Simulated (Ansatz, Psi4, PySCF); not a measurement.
phosphorus atom (P), quartet. Base run: CCSD(T)/6-311G** run with PySCF.

PySCF was given this input:
```python
from pyscf import gto, scf, cc

mol = gto.Mole()
mol.atom = '''
    P     0.00000000    0.00000000    0.00000000
'''
mol.basis = '6-311g**'
mol.spin = 3
mol.verbose = 4
mol.build()

mf = scf.UHF(mol)
mf.kernel()

mycc = cc.CCSD(mf)
mycc.kernel()
et = mycc.ccsd_t()
print('E(CCSD(T)) = %.10f' % (mycc.e_tot + et))
```

The same geometry, method and basis name were run in Ansatz (a program for electronic structure) and Psi4 and PySCF, at each program's defaults and at the settings that a row names. The base is PySCF at its defaults. Differences at the defaults can come from grids, fitting, cores and function types together.

```
code and settings                                                                       ΔE vs base (mEh)  basis functions      E (Eh)  SCF cycles
--------------------------------------------------------------------------------------  ----------------  ---------------  ----------  ----------
PySCF, defaults (exact integrals, spherical functions, all electrons correlated)                   0.000               26  -340.90767           8
Psi4, defaults (exact integrals, spherical functions, all electrons correlated)                    0.000               26  -340.90767          12
Ansatz, defaults (factorised integrals, Cartesian functions, frozen core)                          122.5               27  -340.78514           -
PySCF, frozen core                                                                                 123.5               26  -340.78413           8
Psi4, exact integrals, spherical functions, frozen core                                            123.5               26  -340.78413          12
Ansatz, high accuracy, frozen core, Cartesian functions as the basis file defines them             122.5               27  -340.78514           -
```

Open shells are given as the SCF converged; they aren't shown to be the lowest states, and a large step between rows can be another state.
